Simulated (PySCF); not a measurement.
C4H4ClI, SMILES C=C/C(Cl)=C\I.

Geometry: PBE0-D3(BJ)/def2-SVP. The def2 effective core potentials stand for the cores of I; spin–orbit coupling is left out. The values are those of a single conformer.

Method: TDA-PBE/def2-SVPD in PySCF 2.14.0.

Vertical excitations. The molecule is in vacuum. State labels are in the subgroup Cs.

Problem. List the lowest excited states. (Estimate from the structure and the level; the computed values follow.)

Solution. 
```json
[
 {"state": "S1", "symmetry": "A\"", "energy (eV)": "3.97", "λ (nm)": "312", "f": "0.000", "main pairs": "HOMO→LUMO+1 99 %"},
 {"state": "S2", "symmetry": "A\"", "energy (eV)": "4.14", "λ (nm)": "299", "f": "0.000", "main pairs": "HOMO−1→LUMO 99 %"},
 {"state": "S3", "symmetry": "A'", "energy (eV)": "4.20", "λ (nm)": "295", "f": "0.227", "main pairs": "HOMO→LUMO 73 %, HOMO−2→LUMO 20 %"},
 {"state": "S4", "symmetry": "A'", "energy (eV)": "4.91", "λ (nm)": "253", "f": "0.000", "main pairs": "HOMO−1→LUMO+1 98 %"},
 {"state": "S5", "symmetry": "A\"", "energy (eV)": "5.27", "λ (nm)": "235", "f": "0.000", "main pairs": "HOMO−2→LUMO+1 83 %, HOMO−4→LUMO 13 %"},
 {"state": "S6", "symmetry": "A\"", "energy (eV)": "5.28", "λ (nm)": "235", "f": "0.000", "main pairs": "HOMO−4→LUMO 87 %"},
 {"state": "S7", "symmetry": "A'", "energy (eV)": "5.41", "λ (nm)": "229", "f": "0.009", "main pairs": "HOMO−3→LUMO 88 %"},
 {"state": "S8", "symmetry": "A\"", "energy (eV)": "5.55", "λ (nm)": "223", "f": "0.001", "main pairs": "HOMO→LUMO+2 96 %"},
 {"state": "S9", "symmetry": "A\"", "energy (eV)": "5.80", "λ (nm)": "214", "f": "0.001", "main pairs": "HOMO−3→LUMO+1 91 %"},
 {"state": "S10", "symmetry": "A'", "energy (eV)": "5.85", "λ (nm)": "212", "f": "0.069", "main pairs": "HOMO−4→LUMO+1 56 %, HOMO−2→LUMO 18 %, HOMO→LUMO+4 12 %"},
 {"state": "T1", "symmetry": "A'", "energy (eV)": "2.78", "λ (nm)": "446", "f": "0", "main pairs": "HOMO→LUMO 95 %"},
 {"state": "T2", "symmetry": "A\"", "energy (eV)": "3.53", "λ (nm)": "351", "f": "0", "main pairs": "HOMO→LUMO+1 100 %"},
 {"state": "T3", "symmetry": "A\"", "energy (eV)": "4.07", "λ (nm)": "304", "f": "0", "main pairs": "HOMO−1→LUMO 100 %"},
 {"state": "T4", "symmetry": "A'", "energy (eV)": "4.24", "λ (nm)": "292", "f": "0", "main pairs": "HOMO−2→LUMO 90 %"}
]
```
Triplets are in the Tamm–Dancoff approximation.
